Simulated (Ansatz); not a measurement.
`O=C[SiH]([SiH3])[SiH3]` + `C=C(N)S` → `C=C(N)S[SiH3]` + `O=C[SiH2][SiH3]`  (cleavage of the Si–Si bond)

Calculated with Ansatz (gas phase, PBE0-D4/def2-TZVP geometries, no zero-point term in ΔE). CBS: MP2 limit from def2 TZ/QZ plus the TZ coupled-cluster correction, frozen cores. Functionals use def2-TZVPP. B3LYP here is the variant with VWN-RPA as its local correlation; programs differ in this. Each species was taken in one conformer, which may not be the lowest.

| level | ΔE (kJ/mol) | difference from CCSD(T)/CBS |
| --- | --- | --- |
| PBE-D4 | -38.6 | 11.4 |
| r2SCAN-D4 | -45.3 | 4.7 |
| PBE0-D4 | -41.9 | 8.1 |
| B3LYP-D4 | -47.1 | 2.9 |
| ωB97X-V | -48.0 | 2.0 |
| ωB97M-V | -52.6 | -2.6 |
| B2PLYP | -50.3 | -0.3 |
| PBE | -38.2 | 11.8 |
| r2SCAN | -45.4 | 4.6 |
| PBE0 | -41.8 | 8.2 |
| B3LYP | -46.3 | 3.7 |
| HF/def2-TZVPP | -56.6 | -6.6 |
| MP2/def2-TZVPP | -56.3 | -6.3 |
| SCS-MP2/def2-TZVPP | -56.3 | -6.3 |
| CCSD/def2-TZVPP | -48.6 | 1.4 |
| CCSD(T)/def2-TZVPP | -48.1 | 1.9 |
| HF/def2-QZVPP | -56.9 | -6.9 |
| MP2/def2-QZVPP | -57.5 | -7.5 |
| SCS-MP2/def2-QZVPP | -57.4 | -7.4 |
| HF/CBS(def2) | -57.0 | -7.0 |
| MP2/CBS(def2) | -58.2 | -8.2 |
| CCSD/CBS(def2) | -50.5 | -0.5 |
| CCSD(T)/CBS | -50.0 | 0 |

Largest T1 diagnostic among the species: 0.016.

From PBE to PBE0 (25 % exact exchange), in def2-TZVPP and without D4, ΔE moves by −3.6 kJ/mol.
